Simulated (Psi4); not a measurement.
C$_{3}$H$_{9}$BO (SMILES CCB(C)O), singlet, at a GFN2-xTB geometry, atoms displaced at random by about 0.03 Å a coordinate; R2SCAN/6-31G, gradient run with Psi4.

Psi4 was given this input:
```
memory 2 GB

molecule mol {
0 1
B     0.053419    0.422299    0.458207
C    -1.197240   -0.312895    1.114242
H    -1.140641   -1.360044    1.234239
H    -2.065196   -0.142663    0.401321
H    -1.549660    0.043053    2.060811
C     0.531821    0.132984   -1.045514
C     0.189257   -1.262126   -1.573925
H     1.586412    0.202669   -1.091979
H     0.103705    0.845877   -1.700622
H    -0.886264   -1.474218   -1.600757
H     0.572985   -2.119151   -0.943945
H     0.597294   -1.393559   -2.567316
O     0.696192    1.387094    1.070125
H     0.333339    1.522674    2.023246
symmetry c1
no_reorient
no_com
}

set {
  basis 6-31g
  reference rks
}

gradient('r2scan')
print_variables()
```

Predict the main parts of the log of this Psi4 run.


```
gradient() will perform analytic gradient computation.

   => Loading Basis Set <=

    Name: 6-31G
    Role: ORBITAL
    Keyword: BASIS

         ---------------------------------------------------------
                                   SCF
               by Justin Turney, Rob Parrish, Andy Simmonett
                          and Daniel G. A. Smith
                              RKS Reference
         ---------------------------------------------------------

  ==> Geometry <==

    Molecular point group: c1
    Full point group: C1

    Geometry (in Angstrom), charge = 0, multiplicity = 1:

       Center              X                  Y                   Z               Mass
    ------------   -----------------  -----------------  -----------------  -----------------
         B            0.053419000000     0.422299000000     0.458207000000    11.009305360000
         C           -1.197240000000    -0.312895000000     1.114242000000    12.000000000000
         H           -1.140641000000    -1.360044000000     1.234239000000     1.007825032230
         H           -2.065196000000    -0.142663000000     0.401321000000     1.007825032230
         H           -1.549660000000     0.043053000000     2.060811000000     1.007825032230
         C            0.531821000000     0.132984000000    -1.045514000000    12.000000000000
         C            0.189257000000    -1.262126000000    -1.573925000000    12.000000000000
         H            1.586412000000     0.202669000000    -1.091979000000     1.007825032230
         H            0.103705000000     0.845877000000    -1.700622000000     1.007825032230
         H           -0.886264000000    -1.474218000000    -1.600757000000     1.007825032230
         H            0.572985000000    -2.119151000000    -0.943945000000     1.007825032230
         H            0.597294000000    -1.393559000000    -2.567316000000     1.007825032230
         O            0.696192000000     1.387094000000     1.070125000000    15.994914619570
         H            0.333339000000     1.522674000000     2.023246000000     1.007825032230

  Running in c1 symmetry.

  Rotational constants: A =      0.23820  B =      0.11551  C =      0.08244 [cm^-1]
  Rotational constants: A =   7141.07372  B =   3462.93996  C =   2471.57867 [MHz]
  Nuclear repulsion =  168.940559569608268

  Charge       = 0
  Multiplicity = 1
  Electrons    = 40
  Nalpha       = 20
  Nbeta        = 20

  ==> Algorithm <==

  SCF Algorithm Type is DF.
  DIIS enabled.
  MOM disabled.
  Fractional occupation disabled.
  Guess Type is SAD.
  Energy threshold   = 1.00e-08
  Density threshold  = 1.00e-08
  Integral threshold = 1.00e-12

  ==> Primary Basis <==

  Basis Set: 6-31G
    Blend: 6-31G
    Number of shells: 43
    Number of basis functions: 63
    Number of Cartesian functions: 63
    Spherical Harmonics?: false
    Max angular momentum: 1

  ==> DFT Potential <==

   => LibXC <=

    Version 7.1.2
    S. Lehtola, C. Steigemann, M. J. T. Oliveira, and M. A. L. Marques,  SoftwareX 7, 1–5 (2018) (10.1016/j.softx.2017.11.002)

   => Composite Functional: R2SCAN <=

    r2SCAN Meta-GGA XC Functional  (0.1021/acs.jpclett.0c02405)
    J. W. Furness, A. D. Kaplan, J. Ning, J. P. Perdew, J. Sun  J. Phys. Chem. Lett.  11, 8208–8215, 2020

    Deriv               =              1
    GGA                 =           TRUE
    Meta                =           TRUE

    Exchange Hybrid     =          FALSE
    MP2 Hybrid          =          FALSE

   => Exchange Functionals <=

    1.0000   XC_MGGA_X_R2SCAN

   => Correlation Functionals <=

    1.0000   XC_MGGA_C_R2SCAN

   => LibXC Density Thresholds  <==

    XC_MGGA_C_R2SCAN:  1.00E-15
    XC_MGGA_X_R2SCAN:  1.00E-11

   => Molecular Quadrature <=

    Radial Scheme          =       TREUTLER
    Pruning Scheme         =           NONE
    Nuclear Scheme         =       TREUTLER

    Blocking Scheme        =         OCTREE
    BS radius alpha        =              1
[...]
  @DF-RKS Final Energy:  -219.66127537555499
    Total Energy =                       -219.6612753755549932
[...]
         H            0.572985000000    -2.119151000000    -0.943945000000     1.007825032230
         H            0.597294000000    -1.393559000000    -2.567316000000     1.007825032230
         O            0.696192000000     1.387094000000     1.070125000000    15.994914619570
         H            0.333339000000     1.522674000000     2.023246000000     1.007825032230

  Nuclear repulsion =  168.940559569608268

  ==> Basis Set <==

  Basis Set: 6-31G
    Blend: 6-31G
    Number of shells: 43
    Number of basis functions: 63
    Number of Cartesian functions: 63
    Spherical Harmonics?: false
    Max angular momentum: 1

  ==> DFJKGrad: Density-Fitted SCF Gradients <==

    Gradient:                    1
    J tasked:                  Yes
    K tasked:                   No
    wK tasked:                  No
    Integrals threads:           1
    Schwarz Cutoff:          1E-12
    Fitting Condition:       1E-10

   => Auxiliary Basis Set <=

  Basis Set: (6-31G AUX)
    Blend: CC-PVDZ-JKFIT
    Number of shells: 201
    Number of basis functions: 630
    Number of Cartesian functions: 630
    Spherical Harmonics?: false
    Max angular momentum: 3

  ==> DFT Potential <==

   => LibXC <=

    Version 7.1.2
    S. Lehtola, C. Steigemann, M. J. T. Oliveira, and M. A. L. Marques,  SoftwareX 7, 1–5 (2018) (10.1016/j.softx.2017.11.002)

   => Composite Functional: R2SCAN <=

    r2SCAN Meta-GGA XC Functional  (0.1021/acs.jpclett.0c02405)
    J. W. Furness, A. D. Kaplan, J. Ning, J. P. Perdew, J. Sun  J. Phys. Chem. Lett.  11, 8208–8215, 2020

    Deriv               =              1
    GGA                 =           TRUE
    Meta                =           TRUE

    Exchange Hybrid     =          FALSE
    MP2 Hybrid          =          FALSE

   => Exchange Functionals <=

    1.0000   XC_MGGA_X_R2SCAN

   => Correlation Functionals <=

    1.0000   XC_MGGA_C_R2SCAN

   => LibXC Density Thresholds  <==

    XC_MGGA_C_R2SCAN:  1.00E-15
    XC_MGGA_X_R2SCAN:  1.00E-11

   => Molecular Quadrature <=

    Radial Scheme          =       TREUTLER
    Pruning Scheme         =           NONE
    Nuclear Scheme         =       TREUTLER

    Blocking Scheme        =         OCTREE
    BS radius alpha        =              1
    Pruning alpha          =              1
    Radial Points          =             75
    Spherical Points       =            302
    Total Points           =         297605
    Total Blocks           =           2255
    Max Points             =            256
    Max Functions          =             62
    Weights Tolerance      =       1.00E-15

  -Total Gradient:
     Atom            X                  Y                   Z
    ------   -----------------  -----------------  -----------------
       1        0.034593123522     0.055052002283     0.047274849949
       2        0.016571359534    -0.025663713455     0.031354341203
       3       -0.008070855564     0.031749459592     0.003414758315
       4       -0.013719335863     0.004156130562    -0.009957486216
       5        0.001409914883    -0.013637804486    -0.019135322609
       6        0.017368274633     0.033834367211    -0.033291269929
       7        0.005418149825     0.024927445270    -0.015567132374
       8       -0.029664339877    -0.012089187670     0.000932319981
       9        0.009357326168    -0.023591847969     0.017335347020
      10        0.003566674848    -0.006000734162     0.004269225641
      11       -0.001772910455    -0.018095346811     0.006966267733
      12       -0.001526509974     0.003893423067     0.010469875255
      13       -0.014625465363    -0.051730040532    -0.077292167884
      14       -0.018655451784    -0.002608154117     0.032861613817

  Variable Map:
  ----------------------------------------------------------------------------
[...]
  Array Variable Map:
  ----------------------------------------------------------------------------
[...]
[...]
```
